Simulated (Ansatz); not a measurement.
A run for Ansatz (an electronic-structure program): U-CCSD(T)/aug-cc-pVTZ on BeO, a point of a bond scan (R = 1.194 Å).

Ansatz 0.2 input:
```yaml
crystal:
  periodic: [false, false, false]
  atoms:
    - {symbol: Be, position_ang: [-0.00000000, -0.00000000, -0.88442615]}
    - {symbol: O, position_ang: [0.00000000, 0.00000000, 0.30954915]}
basis:
  gaussian:
    orbitals: aug-cc-pVTZ
correlation: {method: ccsd_t, electrons: outside_noble_gas}
scf: {omitted_lower_state_checks: [cluster_reference]}
magnetization: {spin_polarized: true, initial_magnetization: 0}
```

Output:

```
WARN ansatz: RAYON_NUM_THREADS=1 ignored (pool sized by the plan → 1); use --threads N
Functional definition: HF
these checks for a lower state are left out or cut short: cluster_reference
integrals: 0.14 GiB planned
562 factors; integrals over basis functions are off by at most 9.4e-4 eV
mean field: 0.15 GiB planned
mean field evaluation 1: about -2427.2234 eV, gradient 4.0e1 eV
mean field evaluation 2: about -2427.2244 eV, gradient 4.0e1 eV
mean field evaluation 4: about -2433.4074 eV, gradient 3.6e0 eV
mean field evaluation 8: about -2433.6009 eV, gradient 8.2e-2 eV
mean field evaluation 16: about -2432.9068 eV, gradient 2.8e-2 eV
mean field evaluation 32: about -2432.9513 eV, gradient 1.1e0 eV
mean field evaluation 64: about -2427.2234 eV, gradient 4.0e1 eV
mean field -2433.60094231 eV, -89.4331850759 hartree, gradient 8.2e-7 eV, S^2 0.000000; 7 other end points of the search recorded, 0 dependent functions left out
2 core orbitals not correlated
reference -2433.60094231 eV, -89.4331850759 hartree; 4, 4 occupied and 86, 86 virtual orbitals, 562 factors
second order -7.88815345 eV of doubles, -0.00000000 eV of singles
coupled cluster: 0.38 GiB planned
cycle   1  -7.44519465 eV  change    4.4e-1 eV  update   9.4e-2
cycle   2  -7.67443301 eV  change   -2.3e-1 eV  update   3.8e-2
cycle   3  -7.73490322 eV  change   -6.0e-2 eV  update   2.0e-2
cycle   4  -7.74069086 eV  change   -5.8e-3 eV  update   1.0e-2
cycle   5  -7.73685686 eV  change    3.8e-3 eV  update   7.1e-3
cycle   6  -7.74024978 eV  change   -3.4e-3 eV  update   4.4e-3
cycle   7  -7.74161829 eV  change   -1.4e-3 eV  update   1.7e-3
cycle   8  -7.74165172 eV  change   -3.3e-5 eV  update   6.2e-4
cycle   9  -7.74176867 eV  change   -1.2e-4 eV  update   1.5e-4
cycle  10  -7.74183948 eV  change   -7.1e-5 eV  update   5.5e-5
cycle  11  -7.74176832 eV  change    7.1e-5 eV  update   2.3e-5
cycle  12  -7.74177077 eV  change   -2.4e-6 eV  update   9.4e-6
perturbative correction -0.35553395 eV, -0.0130656316 hartree
Total energy: -2441.69824702 eV, -89.7307555356 hartree
Checks for a lower state left out: cluster_reference
```

The run converged.

Cost: about 6 core-seconds (a rough figure).
